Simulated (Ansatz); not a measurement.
C2H4AlBr. Charge 0, multiplicity 1. The bonds changed during the relaxation, so this is another structure than the one it started from. The structure was optimised at the PBE0-D4/def2-TZVP level.

```xyz
8

Br   -1.048   -1.322   -1.301
C     0.363   -0.790    0.111
C     0.658    0.680   -0.219
Al   -1.066    0.361    0.592
H     1.100   -1.586    0.099
H     0.925    0.962   -1.238
H     1.406    1.043    0.494
H    -2.338    0.652    1.461
```

What is the dipole moment at ωB97M-V/def2-TZVPP? (An estimate is asked.)

Computed: 0.94 D, with components (0.13, 0.57, 0.74) D in this frame, pointing from negative to positive charge.

And with PBE, r2SCAN, B3LYP? (Best estimate.)

Ansatz gave: PBE 0.69 D, r2SCAN 0.84 D, B3LYP 0.89 D.

Give the Mulliken charges with ωB97M-V, r2SCAN, PBE in def2-TZVPP. (Estimate.)

Computed: 
| atom | ωB97M-V | r2SCAN | PBE |
| --- | --- | --- | --- |
| Br1 | -0.09 | -0.12 | -0.09 |
| C2 | -0.22 | -0.17 | -0.17 |
| C3 | -0.33 | -0.28 | -0.25 |
| Al4 | 0.35 | 0.44 | 0.27 |
| H5 | 0.16 | 0.11 | 0.14 |
| H6 | 0.10 | 0.05 | 0.08 |
| H7 | 0.10 | 0.07 | 0.08 |
| H8 | -0.06 | -0.10 | -0.06 |

B3LYP here is the variant with VWN-RPA as its local correlation; programs differ in this.
